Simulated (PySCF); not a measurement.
PySCF 2.14 output of an unrestricted BLYP calculation on a single atom or ion in ANO-RCC-VTZP, with the spin-free X2C one-electron Hamiltonian (Gaussian nucleus):

```
SCF conv_tol = 1e-09
number electrons alpha = 24  beta = 20
    A. D. Becke.,  Phys. Rev. A 38, 3098 (1988)
    C. Lee, W. Yang, and R. G. Parr.,  Phys. Rev. B 37, 785 (1988)
    B. Miehlich, A. Savin, H. Stoll, and H. Preuss.,  Chem. Phys. Lett. 157, 200 (1989)
cycle= 1 E= -4530.35829969579  delta_E= -0.0188  |g|= 0.098  |ddm|= 0.227
cycle= 2 E= -4530.35328557284  delta_E= 0.00501  |g|= 0.166  |ddm|= 0.158
cycle= 3 E= -4530.36101781734  delta_E= -0.00773  |g|= 0.00281  |ddm|= 0.0936
cycle= 4 E= -4530.36101889799  delta_E= -1.08e-06  |g|= 0.00175  |ddm|= 0.00328
cycle= 5 E= -4530.36102018689  delta_E= -1.29e-06  |g|= 2.37e-05  |ddm|= 0.00143
cycle= 6 E= -4530.36102018722  delta_E= -3.26e-10  |g|= 5.82e-06  |ddm|= 3.2e-05
converged SCF energy = -4530.36102018722  <S^2> = 6.0012528  2S+1 = 5.0005011
```

The run itself started from symmetry-adapted Hartree-Fock orbitals and held the occupation by maximum overlap, on a logarithmic radial grid, so the iterations belong to that start.

Task: Which element, charge and spin multiplicity is this?

Result: Ru (ruthenium, neutral), multiplicity 5; the state was [Kr] 4d7 5s1, high-spin 5F determinant.
